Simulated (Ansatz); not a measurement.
Start from `[TeH]C1=CCO1` and change one atom or group to get `[SiH3]C1=CCO1`.

Ansatz, PBE0-D4/def2-TZVP geometries, multiplicity 1. 

Elements past krypton have def2 core potentials.

```
                                          property  `[TeH]C1=CCO1`
                HOMO energy (PBE0/def2-TZVPP) / eV           -6.34
              HOMO–LUMO gap (PBE0/def2-TZVPP) / eV            5.50
size of the dipole moment (ωB97M-V/def2-TZVPP) / D            1.41
                 LUMO energy (PBE/def2-TZVPP) / eV           -1.66
           HOMO–LUMO gap (ωB97M-V/def2-TZVPP) / eV            9.48
                LUMO energy (PBE0/def2-TZVPP) / eV           -0.84
```

Problem. Give the same properties after the change, and the shifts. (An estimate is asked.)

Solution. Computed: 
```
                                          property  `[SiH3]C1=CCO1`  shift
                HOMO energy (PBE0/def2-TZVPP) / eV            -6.76  -0.42
              HOMO–LUMO gap (PBE0/def2-TZVPP) / eV             6.48   0.98
size of the dipole moment (ωB97M-V/def2-TZVPP) / D             1.48   0.07
                 LUMO energy (PBE/def2-TZVPP) / eV            -1.19   0.47
           HOMO–LUMO gap (ωB97M-V/def2-TZVPP) / eV            10.78   1.30
                LUMO energy (PBE0/def2-TZVPP) / eV            -0.28   0.56
```

With PBE0 the HOMO falls by 0.42 eV and the LUMO rises by 0.56 eV, so the gap widens by about 0.98 eV. PBE moves the HOMO by -0.25 eV and ωB97M-V by -0.56 eV. Dipoles are sizes alone; their direction can turn.

Spin–orbit coupling is left out; it splits and shifts lone-pair levels of the heavy atoms by tenths of an eV.
